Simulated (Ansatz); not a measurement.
The lowest singlet and triplet of NH (SMILES [NH]); geometries from B3LYP-D3(BJ)/def2-TZVP, each state relaxed from the structure named, with no frequency check, low spin by broken symmetry.
Singlet (charge 0, multiplicity 1):
```tsv
atom	x (Å)	y (Å)	z (Å)
N	0.0000	0.0000	-0.1302
H	0.0000	0.0000	0.9113
```
Triplet (charge 0, multiplicity 3):
```xyz
2

N      0.0000     0.0000    -0.1302
H      0.0000     0.0000     0.9116
```

A positive gap puts the triplet lower; no zero-point energy. R- takes a restricted singlet, here one determinant of a half-filled degenerate or near-degenerate pair, which mixes singlet states. U- takes an unrestricted singlet (broken symmetry where lower, unprojected). The triplet is unrestricted in single-reference levels.

Cores are frozen in the correlated methods.

Programs: Ansatz (a first-principles code) with Gaussian orbitals. Each number belongs to the level named beside it.

One of these levels gives 48.67 kcal/mol for the gap E(singlet) − E(triplet), adiabatic. Which?
A) U-r2SCAN/def2-TZVPP (spin-contaminated)
B) R-SCS-MP2/cc-pVTZ
C) R-CCSDT/cc-pVQZ
D) R-MP2/cc-pVDZ

B, R-SCS-MP2/cc-pVTZ. The others give 11.62 (U-r2SCAN/def2-TZVPP (spin-contaminated)), 58.18 (R-MP2/cc-pVDZ), 37.74 (R-CCSDT/cc-pVQZ)

Doubts at one or more of the structures used: a restricted determinant that unrestricted orbitals would lower (R-MP2/cc-pVDZ, R-SCS-MP2/cc-pVTZ, R-CCSDT/cc-pVQZ); other coupled-cluster roots lie near (R-CCSDT/cc-pVQZ).
